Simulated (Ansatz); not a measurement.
Ti2O4⁻, relaxed as a doublet with UKS PBE-D4/def2-SVPD in Ansatz, starting from the GFN2-xTB geometry. Force threshold 0.02 eV/Å.

The structure holds 1 bond(s) between oxygen atoms. The charge -1 doublet is spin-contaminated (final ⟨S²⟩ up to 0.90, 0.75 for a pure state). The highest occupied level of the charge -1 doublet lies above zero (up to 0.25 eV). The electron is either unbound and held by the finite basis, or the level is raised by self-interaction error. Another isomer (doublet) lies 5.21 eV lower at PBE0-D4/def2-TZVPD; other spin states weren't run for this one.

Start:

Cartesian coordinates in Å:
```
Ti 0.2584 -0.5200 0.6426
Ti -0.8725 0.6853 -1.4071
O 1.4347 0.0971 1.7786
O 1.1615 -1.3030 1.9279
O -1.0024 1.9192 -2.4225
O -0.9798 -0.8787 -0.5195
```

(1) Estimate the energy that the relaxation releases and the steps that it takes.

(2) Does the start keep its bonding?

(3) Predict the relaxed structure.

Answers

(1) 1.90 eV, in 13 steps; 53 s on 4 threads of Arm Neoverse V1 on a shared host. No frequencies were taken in this run, so the end may be a saddle point.

(2) By distances, no bond broke or formed. The bond that changes most is Ti1–O4, from 1.76 to 1.88 Å (atoms count from 1).

(3) 
```xyz
6

Ti    0.5092   -0.7009    0.4066
Ti   -0.5748    0.4611   -1.9499
O     1.2107    0.2034    1.8656
O     1.1334   -1.2481    2.0981
O    -1.2245    1.9692   -1.8278
O    -1.0540   -0.6847   -0.5926
```
Bond lengths (bridged metal pairs left out): 5 × O–Ti 1.65 to 1.88 Å; 1 × O–O 1.47 Å.
